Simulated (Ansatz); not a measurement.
Reaction (substitution at a C–B bond): `BC=C` + `O[Si](F)(F)F` → `C=CO[Si](F)(F)F` + BH₃

Isolated molecules relaxed with PBE0-D4/def2-TZVP in Ansatz; ΔE leaves out vibrations. CBS: MP2 limit from def2 TZ/QZ plus the TZ coupled-cluster correction, frozen cores. This one scheme is used for every species. Functionals use def2-TZVPP. B3LYP here is the variant with VWN-RPA as its local correlation; programs differ in this. One conformer a species, not always the lowest.

```json
{"level": "r2SCAN-D4", "ΔE (kJ/mol)": "98.4"}
{"level": "B3LYP-D4", "ΔE (kJ/mol)": "94.1"}
{"level": "r2SCAN", "ΔE (kJ/mol)": "99.7"}
{"level": "MP2/def2-QZVPP", "ΔE (kJ/mol)": "106.6"}
```

(1) What does CCSD(T)/CBS give? (Best estimate.)

Largest T1 diagnostic among the species: 0.012.

## Answers

(1) The calculation gave: +102.9 kJ/mol. The listed levels differ from it by -4.5, -8.8, -3.2, 3.7 kJ/mol.

The D4 term adds −6.7 kJ/mol with B3LYP and −3.9 kJ/mol with PBE0; it sums over pairs of atoms, weighted by their polarisabilities, and B3LYP, whose exchange is more repulsive, gets the larger term. In def2-TZVPP, CCSD(T) changes the Hartree–Fock value by +5.8 kJ/mol (the triples alone add +0.6 kJ/mol) and MP2 by +10.9 kJ/mol.
